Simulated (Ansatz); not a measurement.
Gas-phase reaction in SMILES: C[Si](C)(C)O + 3 [SiH4] (SiH4) → 3 C[SiH3] [methylsilane] + O[SiH3] [hydroxysilane]
Geometries: B3LYP-D3(BJ)/def2-TZVP minima from Ansatz (a first-principles code), one conformer each, not searched for the lowest.

Wanted: bond separation energy (electronic energy difference), in kJ/mol. Correlated levels leave the core frozen unless marked. No spin-orbit coupling. Non-relativistic. CBS marks a two-point X^-3 extrapolation of the correlation energy; Hartree-Fock from the larger set. [CCSD(T)-MP2]/basis is that difference in the basis named.

| level | program | bond separation energy (kJ/mol) | minus last row |
|---|---|---|---|
| HF/6-31G | Ansatz | 39.8 | 15.0 |
| HF/6-31G* | Ansatz | 19.1 | -5.7 |
| HF/cc-pVTZ | Ansatz | 15.0 | -9.8 |
| RI-HF/cc-pV(Q+d)Z | Ansatz | 13.5 | -11.3 |
| PBE/def2-TZVPD | Ansatz | 19.3 | -5.5 |
| PBE-D4/def2-TZVPD | Ansatz + dftd4 | 25.3 | 0.5 |
| r2SCAN/def2-TZVPD | Ansatz | 24.3 | -0.5 |
| PBE0-D3(BJ)/def2-TZVPD | Ansatz + dftd3 | 23.9 | -0.9 |
| PBE0-D4/def2-TZVPD | Ansatz + dftd4 | 24.8 | 0.0 |
| PBE0/def2-TZVP | Ansatz | 19.6 | -5.2 |
| r2SCANh-D4/def2-TZVPD | Ansatz + dftd4 | 26.0 | 1.2 |
| r2SCAN0-D4/def2-TZVPD | Ansatz + dftd4 | 25.4 | 0.6 |
| HSE06/def2-TZVPD | Ansatz | 19.2 | -5.6 |
| LC-wPBE/def2-TZVPD | Ansatz | 20.5 | -4.3 |
| MP2/STO-3G | Ansatz | 28.0 | 3.2 |
| MP2/aug-cc-pV(D+d)Z | Ansatz | 36.0 | 11.2 |
| MP2/cc-pwCVTZ | Ansatz | 24.9 | 0.1 |
| CCSD(T)/6-31G | Ansatz | 49.3 | 24.5 |
| CCSD(T)/cc-pV(T+d)Z | Ansatz | 26.5 | 1.7 |
| CCSD(T)/cc-pwCVTZ | Ansatz | 26.4 | 1.6 |
| RI-MP2/CBS(cc-pV(T+d)Z,cc-pV(Q+d)Z)+[CCSD(T)-MP2]/cc-pV(T+d)Z | Ansatz | 24.8 | 0.0 |
